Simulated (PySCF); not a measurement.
Identify the unknown among the candidates.

All candidates are C7H11FSSi.

* Dipole: 3.66 D [PBE0/pcSseg-1]
* Rotational structure: rotational constants A, B, C: 1.750, 0.622, 0.524 GHz [GFN2-xTB]
* 13C NMR: chemical shifts (computed TMS as zero) by class: 97.0 (1 C), 94.6 (1 C), 82.6 (1 C), 49.9 (1 C), 40.1 (1 C), 11.1 (1 C), 4.6 (1 C) ppm [GIAO PBE0/pcSseg-1]
* NMR, other nuclei: isotropic shieldings of nuclei other than C and H, by class: 349 (1 F), 359 (1 Si), 714 (1 S) ppm [GIAO PBE0/pcSseg-1]
* 1H NMR: chemical shifts (computed TMS as zero) by class: 4.87 (1 H), 4.80 (1 H), 3.60 (1 H), 3.18 (1 H), 2.11 (3 H), 1.44 (1 H), 1.42 (3 H) ppm [GIAO PBE0/pcSseg-1]

Gas-phase values; electronic properties from PySCF, density fitting. Levels stand in brackets. Isolated species at its GFN2-xTB geometry (one conformer only). NMR classes are plain means over equivalent atoms (diastereotopic ones count apart unless rotation or inversion swaps them), as if these changed places fast.

Question: Which candidate is it?
A. `C/C=C1/[SiH2][C@@H](C(C)=S)[C@@H]1F`
B. `CC#C[C@@]1(F)CS[SiH2][C@@H]1C`
C. `CC#C[C@](C)([SiH3])C(=S)CF`

Answer: B. It is `CC#C[C@@]1(F)CS[SiH2][C@@H]1C`. Numbering: `[CH3:1][C:2]#[C:3][C@@:4]1([F:5])[CH2:6][S:7][SiH2:8][C@@H:9]1[CH3:10]`. Its formula, C7H11FSSi, gives 3 degrees of unsaturation: 1 ring and 2 π bonds in the structure found. 7 carbons fall into 7 classes; from least to most shielded: sp3 C–F carbon [C4] (97.0 ppm), alkyne carbon [C2] (94.6 ppm), alkyne carbon [C3] (82.6 ppm), ring sp3 carbon bound to sulfur [C6] (49.9 ppm), ring sp3 carbon bound to silicon [C9] (40.1 ppm), methyl carbon [C10] (11.1 ppm), propargylic carbon [C1] (4.6 ppm). Hydrogen classes from least to most shielded: 1 H on an SiH2 silicon, Si8 (4.87 ppm), 1 H on an SiH2 silicon, Si8 (4.80 ppm), 1 H on an sp3 carbon bound to sulfur, C6 (3.60 ppm), 1 H on an sp3 carbon bound to sulfur, C6 (3.18 ppm), 3 H on a propargylic carbon, C1 (2.11 ppm), 1 H on an sp3 carbon bound to silicon, C9 (1.44 ppm), 3 H on a methyl carbon, C10 (1.42 ppm, a mean of values up to 0.7 ppm apart in this geometry). The other shieldings belong to: 349 ppm, alkyl fluorine [F5]; 359 ppm, SiH2 silicon [Si8]; 714 ppm, sulfur bonded to C and Si [S7]. The optimised geometry has point group C1 and is an asymmetric top.

The others, at the same levels:
- `C/C=C1/[SiH2][C@@H](C(C)=S)[C@@H]1F` fails: its computed 13C shifts are 267.6 (1 C), 161.8 (1 C), 138.1 (1 C), 97.9 (1 C), 64.0 (1 C), 43.0 (1 C), 21.6 (1 C) ppm, 1H shifts are 7.04 (1 H), 6.61 (1 H), 5.30 (1 H), 4.30 (1 H), 4.30 (1 H), 3.02 (3 H), 2.13 (3 H) ppm and rotational constant A is 1.555 GHz (against 1.750 GHz).
- `CC#C[C@](C)([SiH3])C(=S)CF` fails: its computed 13C shifts are 274.0 (1 C), 96.9 (1 C), 92.7 (1 C), 85.9 (1 C), 51.4 (1 C), 30.6 (1 C), 5.2 (1 C) ppm, 1H shifts are 5.89 (1 H), 5.70 (1 H), 4.20 (3 H), 2.16 (3 H), 1.90 (3 H) ppm and rotational constant A is 1.206 GHz (against 1.750 GHz).

Each candidate is one conformer, not necessarily the lowest. Dipoles, sizes and rotational constants follow the conformer. The torsions of the flexible species, by atom-mapped SMILES:
- `[CH3:1]/[CH:2]=[C:3]1/[SiH2:4][C@@H:5]([C:6]([CH3:7])=[S:8])[C@@H:9]1[F:10]`: Si4–C5–C6–C7 -97°
- `[CH3:1][C:2]#[C:3][C@:4]([CH3:5])([SiH3:6])[C:7](=[S:8])[CH2:9][F:10]`: C3–C4–C7–S8 -151°, C4–C7–C9–F10 37°

The conformers of `CC#C[C@@]1(F)CS[SiH2][C@@H]1C` aren't listed.
